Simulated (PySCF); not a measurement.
C2H2Cl2. Atoms are numbered in the order given.

```xyz
6

Cl    -0.0509    -2.1627     0.0000
C      0.4457    -0.5037     0.0000
C     -0.4457     0.5037     0.0000
Cl     0.0509     2.1627     0.0000
H      1.5341    -0.3427     0.0000
H     -1.5341     0.3427     0.0000
```

Geometry: PBE-D3(BJ)/def2-SVP.

Level of theory: PySCF with PBE0/pcSseg-2.

GIAO shieldings, no solvent; atoms alike by connectivity are averaged. δ = σ(ref) − σ: ³⁵Cl against HCl (σ = 943.3 ppm); ¹³C against TMS (σ = 186.1 ppm); ¹H against TMS (σ = 31.54 ppm), references at their B3LYP-D3(BJ)/def2-TZVP geometries, non-relativistic (without spin–orbit terms, shifts of atoms bonded to Cl or Br come out too high).

| nucleus | atoms | count | δ (ppm) |
|---|---|---|---|
| ³⁵Cl | Cl1, Cl4 | 2 | 221.5 |
| ¹³C | C2, C3 | 2 | 143.0 |
| ¹H | H5, H6 | 2 | 7.02 |
